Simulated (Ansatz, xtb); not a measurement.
**Two isomers of ClGeH2ISi**

We compare a, `[Cl][Ge][SiH2]I`, a singlet, with b, `Cl[SiH2][Ge][I]`, a singlet. Both are isolated molecules in the gas phase, relaxed with BLYP-D3(BJ)/def2-SVP; the shapes shown needn't be the lowest conformers.

a (Å):

```yaml
atoms:
  - { symbol: Cl, position_ang: [-3.6566, -0.6085, -0.1957] }
  - { symbol: Ge, position_ang: [-1.9057, 0.0943, -1.4201] }
  - { symbol: I, position_ang: [1.8451, 0.9622, 0.0239] }
  - { symbol: Si, position_ang: [-0.4710, 0.1929, 0.6501] }
  - { symbol: H, position_ang: [-0.3380, -1.1503, 1.3142] }
  - { symbol: H, position_ang: [-1.0095, 1.1600, 1.6688] }
```

b (Å):

```xyz
6

Cl   -2.3967   -1.6685    0.9123
Ge    0.3673    0.5283    2.2318
I     1.6933    2.2039    0.7190
Si   -1.0197   -0.1943    0.2667
H    -0.1754   -0.7910   -0.8246
H    -1.8014    0.9501   -0.3158
```

Task: Estimate which is lower in electronic energy at CCSD(T)/def2-SVP + ΔMP2/def2-TZVPP, and by roughly how much.

Result: The CCSD(T)/def2-SVP + ΔMP2/def2-TZVPP calculation puts structure b lower, by 25.5 kJ/mol.

How the difference moves with the method:

| level | geometry | E(b) − E(a) (kJ/mol) | departure from the last row (kJ/mol) | job, with rough time for the two |
| --- | --- | --- | --- | --- |
| BLYP-D3(BJ)/def2-SVP | BLYP-D3(BJ)/def2-SVP | −20.8 | +4.6 | optimisation, 29 s |
| HF/def2-SVP | BLYP-D3(BJ)/def2-SVP | −24.5 | +1.0 | part of the CCSD(T) run |
| MP2/def2-SVP | BLYP-D3(BJ)/def2-SVP | −27.1 | −1.6 | part of the CCSD(T) run |
| CCSD(T)/def2-SVP | BLYP-D3(BJ)/def2-SVP | −25.8 | −0.4 | single point |
| CCSD(T)/def2-SVP + ΔMP2/def2-TZVPP | BLYP-D3(BJ)/def2-SVP | −25.5 |  | single point, 38 s |

As drawn, b has 1 Cl–Si, 1 Ge–I in place of 1 Cl–Ge, 1 I–Si.

The levels shown agree on the order. The largest departure from CCSD(T)/def2-SVP + ΔMP2/def2-TZVPP is that of BLYP-D3(BJ)/def2-SVP, 4.6 kJ/mol. Levels run at GFN2-xTB geometries aren't shown. The last row adds to CCSD(T) the change of the MP2 difference between the two basis sets, here +0.4 kJ/mol.

With harmonic frequencies from BLYP-D3(BJ)/def2-SVP (ideal gas, rigid rotor, one conformer each, 298.15 K, 1 atm): on the last row, ΔE + ΔZPE = −24.1 kJ/mol. A mode under 50 cm⁻¹ makes harmonic enthalpies and free energies unreliable, so none is given.

The correlated steps freeze 23 core orbitals; the filled d shell of Ge and I is correlated, in a basis made for valence electrons. Atoms past krypton carry core potentials in the def2 sets and no spin–orbit term is included. Codes used: Ansatz 0.2.0; the last row on 2 threads of Arm Neoverse V2 on a shared host.
